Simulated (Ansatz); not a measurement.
Ge6⁺ (the lowest doublet isomer of a short search). Total charge 1; doublet. Geometry PBE-D4/def2-SVP, basis def2-SVP, Ansatz.

```xyz
6

Ge    1.4278    0.8560    0.9910
Ge   -0.5140    1.3843   -0.5188
Ge    0.9817   -0.0391   -2.0129
Ge   -1.6750   -0.8470   -0.4846
Ge    0.7029   -1.3940    0.1301
Ge   -0.9235    0.0397    1.8951
```

```csv
run,HOMO (eV),LUMO (eV)
A,-10.81,-8.58
B,-10.29,-9.14
C,-9.88,-9.20
D,-9.84,-9.11
```

The structure comes from a short search, and lower isomers may exist.

HOMO and LUMO are taken over both spins.

Question: The runs used PBE, PBE0, r2SCAN, revPBE. Estimate which is which.

Answer: A PBE0 (25 % exact exchange); B r2SCAN (0 % exact exchange); C PBE (0 % exact exchange); D revPBE (0 % exact exchange). Exact exchange lowers occupied and raises empty levels; among semilocal functionals meta-GGAs tend to open the gap a little, and such runs are hard to tell apart. The gap grows from 0.67 eV (PBE) to 2.23 eV (PBE0).
